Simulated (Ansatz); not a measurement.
Spectroscopic constants of CdS, multiplicity 3 (an upper state: multiplicity 1 came lower at CCSD(T)/def2-TZVPP on PBE0 minima). No spin–orbit coupling.

Constants: fifth-degree fit in 1/R to seven points, most abundant isotopes. Runs in def2 and cc sets follow the lowest solution found near the PBE0 minimum.

Codes used: Ansatz (Gaussian orbitals). Values without a source in brackets are computed. In def2 rows elements past Kr take small-core potentials, without spin–orbit coupling.

| level | r_e (Å) | ω_e (cm⁻¹) | α_e (cm⁻¹) | ω_e x_e (cm⁻¹) | dipole (D) |
|---|---|---|---|---|---|
| PBE/def2-TZVPP | 2.488 | 243 | 0.00087 | 1.8 | 2.06 |
| PBE0/def2-TZVPP | 2.456 | 265 | 0.00081 | 1.8 | 2.36 |
| wB97X-V/def2-TZVPP | 2.434 | 286 | 0.00073 | 1.7 | 2.61 |
| CCSD/def2-TZVPP | 2.457 | 269 | 0.00085 | 2.2 | - |
| CCSD(T)/def2-TZVPP | 2.457 | 265 | 0.00086 | 2.1 | - |

Correlated levels freeze the inner cores; with def2 sets outer-core shells near the valence are correlated too.

Ansatz is a first-principles code.
